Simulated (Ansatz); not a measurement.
Ansatz (a quantum-chemistry and plane-wave program) input (PBE0/def2-TZVPD):

Ansatz 0.2 input:
```yaml
crystal:
  periodic: [false, false, false]
  atoms:
    - {symbol: C, position_ang: [-1.14981457, -0.05477791, -0.04502006]}
    - {symbol: Si, position_ang: [0.54785519, 0.02610017, 0.02145083]}
    - {symbol: H, position_ang: [-1.76847219, 0.83159725, -0.09957680]}
    - {symbol: H, position_ang: [-1.68390593, -0.99607076, -0.03559828]}
    - {symbol: H, position_ang: [1.39794796, -1.17454559, 0.09584332]}
    - {symbol: H, position_ang: [1.28334497, 1.30228411, 0.00914054]}
basis:
  gaussian:
    orbitals: def2-TZVPD
hamiltonian:
  xc: {name: PBE0}
total_charge: 1
magnetization: {spin_polarized: true, initial_magnetization: 1}
```

End of the output:

```
integrals: 0.03 GiB planned
674 factors; their error is unknown
mean field: 0.39 GiB planned
mean field evaluation 1: about -8941.9359 eV, gradient 6.1e1 eV
mean field evaluation 2: about -8845.7838 eV, gradient 9.7e1 eV
mean field evaluation 4: about -8963.8013 eV, gradient 1.3e1 eV
mean field evaluation 8: about -8965.1696 eV, gradient 1.9e-1 eV
mean field evaluation 16: about -8965.1654 eV, gradient 2.8e-4 eV
mean field evaluation 32: about -8964.7692 eV, gradient 6.3e0 eV
mean field -8965.16535693 eV, -329.4637500597 hartree, gradient 4.9e-5 eV, S^2 0.753328; 2 other end points of the search recorded, 0 dependent functions left out
reference -8965.16538487 eV, -329.4637510864 hartree; 12, 11 occupied and 104, 105 virtual orbitals, 674 factors
Total energy: -8965.16538487 eV, -329.4637510864 hartree
```

This state (charge 1, doublet) is run at the relaxed geometry of the species with charge 0 and multiplicity 1.
